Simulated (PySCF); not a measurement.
## How methods differ on the excitation energy of Sb

Sb [Kr] 4d10 5s2 5p3 (4S) → Sb [Kr] 4d10 5s1 5p3 5d1 (6D), as a difference of total energies. Computed with PySCF 2.14 in dyall-av2z (22s16p12d, 130 functions), with no relativity, point nucleus. Correlated levels: valence: [Kr] 4d10 frozen; virtual orbitals above 40 to 60 times the deepest correlated orbital energy dropped. The calculations carry no spin-orbit coupling.

| method | excitation energy (eV) |
| --- | --- |
| UHF | 10.448 |
| MP2 (valence) | 11.485 |
| SCS-MP2 (valence) | 11.686 |
| CCSD (valence) | 11.722 |
| CCSD(T) (valence) | 11.752 |

**Question.** How much does correlation contribute at CCSD(T) (valence)?

**Answer.** 11.752 − (10.448) = 1.304 eV, measured against UHF.

The upper state lies above the first ionisation limit, but in LS coupling its spin forbids autoionisation to the ground ion; at this Z spin-orbit coupling breaks that rule.

The promoted electron is Rydberg-like, and one or two diffuse shells describe it only roughly, which tends to raise the upper state.
